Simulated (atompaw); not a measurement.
Reading a pseudo-wave (chlorine)

Columns: radius, all-electron u(r) and pseudo u(r) of the 3s shell (level -38.35 eV) of chlorine in the configuration [He] 2s2 2p6 3s2 3p3.5; PBE, scalar-relativistic, PAW (atompaw) scheme, atompaw 4.2.0.5.

```tsv
r (bohr)	all-electron	pseudo
0.027	0.2155	-0.0689
0.054	0.2420	-0.1362
0.081	0.1714	-0.2001
0.108	0.0581	-0.2592
0.135	-0.0661	-0.3120
0.162	-0.1826	-0.3573
0.188	-0.2784	-0.3927
0.215	-0.3566	-0.4202
0.242	-0.4118	-0.4377
0.269	-0.4446	-0.4448
0.296	-0.4568	-0.4414
0.323	-0.4509	-0.4276
0.350	-0.4294	-0.4039
0.377	-0.3948	-0.3708
0.404	-0.3497	-0.3293
0.431	-0.2963	-0.2803
0.458	-0.2366	-0.2250
0.485	-0.1724	-0.1647
0.512	-0.1052	-0.1005
0.538	-0.0389	-0.0363
0.565	0.0305	0.0317
0.592	0.0995	0.1000
0.619	0.1673	0.1675
0.646	0.2334	0.2334
0.673	0.2971	0.2971
0.700	0.3582	0.3582
```

(1) How many radial nodes do the two functions have?

(2) Is the pseudo-wave norm-conserving?

## Answers

(1) The all-electron 3s function has n − l − 1 = 2; the pseudo-wave has 1, since 1 lower shell of the same l stays in the valence.

(2) No, it belongs to a PAW set: the norm inside the radius is not constrained, and the difference is carried by the augmentation charge.
